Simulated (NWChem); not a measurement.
System: C$_{3}$H$_{7}$N; SMILES N(=C/C)/C

Here is an NWChem input.

```
start job
memory heap 200 mb stack 900 mb global 1100 mb
geometry units angstroms noautosym
  C      0.482435    -1.483543     0.027823
  C     -0.702634    -0.564283    -0.000825
  N     -0.735998     0.701997    -0.022306
  C      0.490575     1.463383    -0.002091
  H      1.446079    -0.957709     0.081239
  H      0.481065    -2.109163    -0.882440
  H      0.408114    -2.179269     0.881604
  H     -1.682592    -1.073981    -0.024559
  H      0.944323     1.484108    -1.060851
  H      1.283284     1.036829     0.718382
  H      0.258514     2.538269     0.300000
end
basis spherical
  * library def2-svp
end
dft
  xc pbe0
  grid fine
  iterations 150
end
driver
  maxiter 120
  tight
end
task dft optimize
task dft freq
```

Excerpt of the output:

```
             Northwest Computational Chemistry Package (NWChem) 7.3.0
             --------------------------------------------------------

                             Geometry "geometry" -> ""
                             -------------------------

 Output coordinates in angstroms (scale by  1.889725989 to convert to a.u.)

  No.       Tag          Charge          X              Y              Z
 ---- ---------------- ---------- -------------- -------------- --------------
    1 C                    6.0000     0.49465197    -1.48811816     0.02761441
    2 C                    6.0000    -0.69041703    -0.56885816    -0.00103359
    3 N                    7.0000    -0.72378103     0.69742184    -0.02251459
    4 C                    6.0000     0.50279197     1.45880784    -0.00229959
    5 H                    1.0000     1.45829597    -0.96228416     0.08103041
    6 H                    1.0000     0.49328197    -2.11373816    -0.88264859
    7 H                    1.0000     0.42033097    -2.18384416     0.88139541
    8 H                    1.0000    -1.67037503    -1.07855616    -0.02476759
    9 H                    1.0000     0.95653997     1.47953284    -1.06105959
   10 H                    1.0000     1.29550097     1.03225384     0.71817341
   11 H                    1.0000     0.27073097     2.53369384     0.29979141

 Effective nuclear repulsion energy (a.u.)     119.6816795322

                                Z-matrix (autoz)
                                --------

 Units are Angstrom for bonds and degrees for angles

[...]

      ----------------------
      Optimization converged
      ----------------------

  Step       Energy      Delta E   Gmax     Grms     Xrms     Xmax
  ---- ---------------- -------- -------- -------- -------- --------
@   33    -172.91852655  4.1D-09  0.00000  0.00000  0.00001  0.00003
                                     ok       ok       ok       ok

                                Z-matrix (autoz)
                                --------

 Units are Angstrom for bonds and degrees for angles

[...]

 Rotational Constants
 --------------------
 A=   0.583006 cm-1  (  0.838797 K)
 B=   0.186161 cm-1  (  0.267838 K)
 C=   0.148901 cm-1  (  0.214230 K)

 Temperature                      =   298.15K
 frequency scaling parameter      =   1.0000

 Zero-Point correction to Energy  =   60.510 kcal/mol  (  0.096428 au)
 Thermal correction to Energy     =   63.886 kcal/mol  (  0.101809 au)
 Thermal correction to Enthalpy   =   64.478 kcal/mol  (  0.102752 au)

 Total Entropy                    =   71.938 cal/mol-K
   - Translational                =   38.028 cal/mol-K (mol. weight =  57.0578)
   - Rotational                   =   24.105 cal/mol-K (symmetry #  =        1)
   - Vibrational                  =    9.804 cal/mol-K

 Cv (constant volume heat capacity) =   17.124 cal/mol-K
   - Translational                  =    2.979 cal/mol-K
   - Rotational                     =    2.979 cal/mol-K
   - Vibrational                    =   11.165 cal/mol-K

[normal modes left out]

 ----------------------------------------------------------------------------
 Normal Eigenvalue ||           Projected Infra Red Intensities
  Mode   [cm**-1]  || [atomic units] [(debye/angs)**2] [(KM/mol)] [arbitrary]
 ------ ---------- || -------------- ----------------- ---------- -----------
    1       -0.000 ||    0.000144           0.003         0.140       0.127
    2       -0.000 ||    0.000148           0.003         0.145       0.131
    3       -0.000 ||    0.003669           0.085         3.576       3.231
    4       -0.000 ||    0.000571           0.013         0.557       0.503
    5       -0.000 ||    0.000679           0.016         0.662       0.598
    6        0.000 ||    0.000127           0.003         0.124       0.112
    7       95.451 ||    0.002672           0.062         2.604       2.353
    8      131.979 ||    0.000739           0.017         0.720       0.651
    9      333.277 ||    0.002077           0.048         2.024       1.829
   10      427.470 ||    0.004489           0.104         4.376       3.954
   11      582.184 ||    0.014889           0.344        14.515      13.113
   12      841.423 ||    0.005072           0.117         4.944       4.467
   13      889.606 ||    0.004348           0.100         4.239       3.829
   14     1033.558 ||    0.016311           0.376        15.901      14.366
   15     1068.619 ||    0.000001           0.000         0.001       0.001
   16     1106.099 ||    0.013974           0.322        13.623      12.308
   17     1126.412 ||    0.000601           0.014         0.586       0.530
   18     1162.019 ||    0.005558           0.128         5.418       4.895
   19     1365.636 ||    0.011367           0.262        11.081      10.011
   20     1409.443 ||    0.009566           0.221         9.326       8.425
   21     1414.780 ||    0.012540           0.289        12.225      11.045
   22     1447.570 ||    0.009195           0.212         8.964       8.098
   23     1451.493 ||    0.011960           0.276        11.660      10.534
   24     1459.160 ||    0.006597           0.152         6.432       5.811
   25     1476.253 ||    0.007886           0.182         7.688       6.945
   26     1812.190 ||    0.076526           1.766        74.601      67.398
   27     3016.717 ||    0.053835           1.242        52.481      47.414
   28     3057.825 ||    0.006824           0.157         6.653       6.010
   29     3082.373 ||    0.033824           0.780        32.974      29.790
   30     3108.545 ||    0.030488           0.703        29.721      26.851
   31     3125.400 ||    0.011205           0.259        10.923       9.869
   32     3134.840 ||    0.005463           0.126         5.326       4.812
   33     3187.059 ||    0.011342           0.262        11.057       9.990
 ----------------------------------------------------------------------------
```

Level: PBE0/def2-SVP.
